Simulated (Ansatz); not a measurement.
**Relaxing a trial structure of C5H7AlO**

The starting geometry of this gas-phase singlet was optimised with GFN2-xTB.

| atom | x (Å) | y (Å) | z (Å) |
| --- | --- | --- | --- |
| C | -1.1917 | -0.4710 | 3.0618 |
| C | -0.0048 | -0.6424 | 3.1016 |
| C | 1.4261 | -0.8506 | 3.1202 |
| C | -0.8692 | 0.5949 | -0.8298 |
| C | 0.4350 | 0.4418 | -0.9694 |
| Al | 2.1742 | -0.0578 | 1.4205 |
| O | 1.2752 | 0.2202 | 0.0622 |
| H | -2.2314 | -0.3309 | 3.0636 |
| H | 1.6236 | -1.9273 | 3.2076 |
| H | 1.8560 | -0.3815 | 4.0136 |
| H | 3.6386 | 0.3464 | 1.2624 |
| H | -1.5007 | 0.7715 | -1.6801 |
| H | -1.3262 | 0.5437 | 0.1440 |
| H | 0.9261 | 0.4855 | -1.9367 |

Question: Predict what becomes of its bonds when it is optimised with PBE-D3(BJ)/def2-SVP.

Answer: New bonds form, giving a structure given below by its coordinates. Distances that change by over a tenth: C3–Al6 (2.02 → 2.47 Å). Contacts that close: C1–Al6 (3.77 → 2.01 Å), C2–Al6 (2.81 → 2.13 Å).

The energy falls by 0.69 eV over 46 steps:

```json
{"step": "1", "E − E(last) (eV)": "0.694"}
{"step": "6", "E − E(last) (eV)": "0.438"}
{"step": "11", "E − E(last) (eV)": "0.420"}
{"step": "16", "E − E(last) (eV)": "0.393"}
{"step": "21", "E − E(last) (eV)": "0.329"}
{"step": "26", "E − E(last) (eV)": "0.227"}
{"step": "31", "E − E(last) (eV)": "0.054"}
{"step": "36", "E − E(last) (eV)": "0.001"}
{"step": "41", "E − E(last) (eV)": "0.000"}
{"step": "46", "E − E(last) (eV)": "0.000"}
```

Final geometry (Å):

```xyz
14

C    -0.2808    0.7017    3.0279
C     0.1380   -0.5298    2.9739
C     0.9977   -1.5090    2.5962
C    -0.6304   -0.2533   -0.7069
C     0.5037    0.4714   -0.8198
Al    1.3849    0.8323    1.9147
O     1.2959    0.9071    0.1760
H    -1.1530    1.1768    3.4896
H     0.7828   -2.1236    1.7041
H     1.7775   -1.8707    3.2881
H     2.7571    1.2704    2.5605
H    -1.1770   -0.5485   -1.6132
H    -1.0458   -0.5475    0.2697
H     0.8802    0.7653   -1.8195
```

The end wasn't checked by frequencies. Run with Ansatz 0.2.0, 62 s on 2 threads of Intel(R) Xeon(R) 6975P-C (Granite Rapids), with other jobs on the host.
